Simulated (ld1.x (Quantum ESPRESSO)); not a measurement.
An all-electron radial function and its pseudo partner (aluminium (Al))

Columns: radius, all-electron u(r) and pseudo u(r) of the 3s shell (level -10.95 eV) of aluminium in the configuration [Ne] 3s2 3p0.5; BLYP, non-relativistic, ultrasoft scheme, ld1.x (Quantum ESPRESSO) 7.5.

| r (bohr) | all-electron | pseudo |
| --- | --- | --- |
| 0.123 | 0.0845 | 0.0776 |
| 0.245 | -0.1693 | 0.1535 |
| 0.368 | -0.3007 | 0.2277 |
| 0.490 | -0.2947 | 0.2981 |
| 0.613 | -0.2043 | 0.3648 |
| 0.735 | -0.0755 | 0.4261 |
| 0.858 | 0.0652 | 0.4822 |
| 0.980 | 0.1992 | 0.5317 |
| 1.103 | 0.3202 | 0.5752 |
| 1.225 | 0.4225 | 0.6117 |
| 1.348 | 0.5069 | 0.6418 |
| 1.470 | 0.5725 | 0.6651 |
| 1.593 | 0.6219 | 0.6822 |
| 1.715 | 0.6562 | 0.6931 |
| 1.838 | 0.6779 | 0.6984 |
| 1.960 | 0.6883 | 0.6982 |
| 2.083 | 0.6891 | 0.6930 |
| 2.205 | 0.6821 | 0.6831 |
| 2.328 | 0.6686 | 0.6687 |
| 2.450 | 0.6501 | 0.6501 |
| 2.573 | 0.6277 | 0.6277 |
| 2.695 | 0.6026 | 0.6026 |
| 2.818 | 0.5753 | 0.5753 |
| 2.940 | 0.5469 | 0.5469 |
| 3.063 | 0.5177 | 0.5177 |
| 3.185 | 0.4885 | 0.4885 |

Task: How many radial nodes do the two functions have?

Result: The all-electron 3s function has n − l − 1 = 2; the pseudo-wave has 0, since the states of the same l below it are removed with the core.

Task: At about which radius was the pseudo-wave matched?

Result: 2.45 bohr. The columns agree to 0.0005 from 2.33 bohr on; several derivatives are matched, so the curves merge somewhat inside the radius.

Task: Where does each function peak?

Result: Outermost all-electron maximum near 2.08 bohr, pseudo maximum near 1.84 bohr (to the table’s step).

Task: Is the pseudo-wave norm-conserving?

Result: No, it belongs to an ultrasoft set: the norm inside the radius is not constrained, and the difference is carried by the augmentation charge.
